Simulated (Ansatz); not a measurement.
**One elementary step**

Start structure (SiH2Cl3OF, singlet), relaxed at PBE0-D4/def2-TZVP:

```xyz
8
angstrom
Si -0.7424 -0.7219 -0.0286
O 0.6670 0.0397 0.2942
Cl -0.3961 -2.4220 -1.0698
Cl -1.6890 -1.2023 1.6939
Cl -1.8309 0.5751 -1.1098
H 1.1684 1.6571 -0.1824
F 1.4913 2.5034 -0.4042
H 1.3315 -0.4290 0.8068
```

The step: SiHCl₃O ([OH][Si]([Cl])([Cl])[Cl]) + HF → SiCl₃F ([F][Si]([Cl])([Cl])[Cl]) + H₂O; bonds formed: Si1–F7, O2–H6; bonds broken: Si1–O2, H6–F7. Ansatz 0.2.0; basis: def2-TZVPP and def2-QZVPP; cores frozen in the correlated methods. Extrapolation: Hartree–Fock as exp(−7.88 √X), correlation as X^−2.97. Energies below are by CCSD(T) at an estimated basis limit (MP2 extrapolated from triple and quadruple zeta, plus CCSD(T) − MP2 in triple zeta).

What are the electronic barrier and the energy of the step, from the start structure to the end structure? (Judge from chemistry; the value comes from the calculation.)

Computed: Barrier 27.68 kcal/mol; step energy -4.46 kcal/mol (downhill); reverse barrier, their difference, 32.14 kcal/mol. Barrier and step energy count from the start structure, the reverse barrier from the end structure.

The saddle point: One imaginary mode of 820i cm⁻¹.
| pair | start (Å) | saddle (Å) | end (Å) |
| --- | --- | --- | --- |
| Si1–F7 | 3.94 | 1.92 | 1.58 |
| O2–H6 | 1.76 | 1.15 | 0.96 |
| Si1–O2 | 1.63 | 1.76 | 3.29 |
| H6–F7 | 0.93 | 1.20 | 2.56 |

Zero-point energy (harmonic, PBE0-D4): ZPE is 20.00 kcal/mol at the start and 19.04 kcal/mol at the saddle, so the barrier goes from 27.68 to 26.72 kcal/mol.

T1 diagnostic: at most 0.011.

Steps of this kind, hydrogen fluoride cutting a network bond, underlie vapour etching and the fluorination step of atomic layer etching.

Labels in which every atom is bracketed show which atoms are joined, not bond orders.

For scale, one of the runs: CCSD(T)/def2-TZVPP, 258 basis functions, launched by `ansatz run in.yaml --threads 8 --pin off --events-out ev --progress --plain --max-ram 19148MiB`. Hardware: 8 CPU threads of an Intel Xeon, shared host. Wall time 2.4 min; peak host memory 5.7 GiB.
